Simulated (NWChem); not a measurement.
System: MoH$_{6}$O; SMILES [OH][MoH5]

All runs: NWChem. Structure relaxed at the PBE0/def2-SVP (def2 core potentials past Kr) level.

Predict the results for PBE/3-21G, non-relativistic. Quantities: highest occupied level (eV); orbital gap (eV); dipole (D).


```
Property                     Result
---------------------------  ------
highest occupied level (eV)   -6.54
orbital gap (eV)               3.31
dipole (D)                     1.92
```
